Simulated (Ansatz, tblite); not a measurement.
Removing and adding an electron: Sn26H31Br, a nanocrystal cut from the lattice of tin (1 of the caps Br). Charge 0, multiplicity 1. Geometry: r2SCAN-D4/def2-SVP. Ansatz, gas phase; energy differences of separate SCF runs; the oxidised species was run as a doublet alone; the reduced species was run as a doublet alone.

Cartesian coordinates in Å:
```
Sn 3.137 -4.119 1.329
Sn 4.838 0.025 2.420
Sn 0.602 -4.737 -2.432
Sn -0.224 -1.154 -5.245
Sn -1.347 -4.907 1.680
Sn 0.337 -0.740 2.628
Sn -2.178 -1.334 -1.092
Sn -4.193 -1.514 3.033
Sn 2.290 -0.566 -1.460
Sn 4.082 3.318 -0.411
Sn 1.488 2.979 -4.286
Sn -0.523 2.767 -0.103
Sn -2.532 2.613 4.011
Sn 2.000 3.419 3.696
Sn -5.038 2.013 0.244
Sn -2.999 2.220 -3.920
Sn 0.972 -5.517 0.232
Sn 2.698 -1.344 1.214
Sn 4.364 2.786 2.330
Sn 0.123 -1.971 -2.578
Sn -0.692 1.605 -5.386
Sn -1.868 -2.146 1.585
Sn -0.178 2.028 2.590
Sn -2.723 1.424 -1.238
Sn -4.711 1.236 2.915
Sn 1.791 2.201 -1.605
Br 5.926 1.856 -1.414
H 4.586 -4.506 0.482
H 3.369 -4.590 2.970
H 4.938 -0.481 4.066
H 6.329 -0.369 1.664
H 1.994 -5.129 -3.368
H -0.727 -5.591 -3.119
H -1.551 -2.004 -5.943
H 1.176 -1.560 -6.163
H -1.175 -5.397 3.323
H -2.697 -5.764 1.037
H 0.554 -1.215 4.279
H -3.528 -2.180 -1.768
H -4.006 -2.008 4.673
H -5.523 -2.398 2.386
H 3.693 -0.940 -2.391
H 4.516 4.906 -0.932
H 2.934 2.625 -5.149
H 1.237 4.681 -4.371
H -0.814 4.472 -0.180
H -2.322 2.178 5.665
H -2.812 4.313 3.967
H 2.176 2.992 5.356
H 1.710 5.117 3.638
H -6.385 1.196 -0.454
H -5.366 3.702 0.152
H -4.366 1.430 -4.611
H -3.311 3.914 -3.980
H 1.276 -7.217 0.309
H 5.702 3.689 2.947
H -0.908 2.084 -7.033
H -6.143 1.606 3.811
```

In the def2 sets Sn takes a core potential; there is no spin–orbit coupling. The xTB rows come from tblite. B3LYP takes the VWN-RPA correlation. Single mean-field runs in def2-SVP are fitted with def2-universal-jkfit.

Q: Estimate orbital energies and vertical ionisation energies and electron affinities at: GFN1-xTB; GFN2-xTB; PBE-D4/def2-SVP; B3LYP-D4/def2-SVP; PBE0-D4/def2-SVP.

A: 
| level | −HOMO (eV) | vertical IE (eV) | −LUMO (eV) | vertical EA (eV) | HOMO–LUMO gap (eV) | IE − EA (eV) |
| --- | --- | --- | --- | --- | --- | --- |
| GFN1-xTB | 10.29 | 11.45 | 9.19 | 8.08 | 1.10 | 3.37 |
| GFN2-xTB | 10.77 | 11.87 | 10.11 | 9.06 | 0.66 | 2.81 |
| PBE-D4/def2-SVP | 5.70 | – | 3.03 | 1.98 | 2.67 | – |
| B3LYP-D4/def2-SVP | 6.33 | 7.32 | 2.63 | 1.88 | 3.70 | 5.44 |
| PBE0-D4/def2-SVP | 6.55 | 7.41 | 2.37 | 1.66 | 4.17 | 5.75 |

Run but left out: PBE-D4/def2-SVP (charge +1 doublet: an occupied level 0.01 eV above an empty one).   Raw xTB energy differences between charge states are shifted by several eV; the methods need an empirical correction for them. Sets without diffuse functions give affinities that are too small.
